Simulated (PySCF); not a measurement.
C2H7ClOSi, SMILES CO[SiH](C)Cl.

Geometry: B3LYP-D3(BJ)/def2-SVP. One conformer was computed; it need not be the lowest.

Two levels are set side by side: TDDFT-PBE/def2-SVPD (PySCF) and TDDFT-ωB97X/def2-SVPD (PySCF). Vertical, same geometry. The lowest singlet is HOMO→LUMO 94 % with PBE and HOMO→LUMO+2 39 %, HOMO→LUMO 25 %, HOMO→LUMO+3 17 % with the other functional; states are paired by order. Differences are taken from unrounded values.

| quantity | TDDFT-ωB97X | TDDFT-PBE | TDDFT-PBE minus TDDFT-ωB97X |
|---|---|---|---|
| lowest singlet excitation (eV) | 8.20 | 6.87 | -1.32 |
| lowest triplet excitation (TDA) (eV) | 7.87 | 6.62 | -1.25 |
| first bright state (f over 0.05) (eV) | 8.83 | 7.57 | -1.27 |
| its oscillator strength | 0.06 | 0.05 | 0.00 |

Functionals without exact exchange tend to place singlet excitations lower, as here. Differences between two approximate levels are no errors against the true value.

Rough cost on one machine, each run with all the roots and properties that it gave: TDDFT-ωB97X against TDDFT-PBE about 10 times.
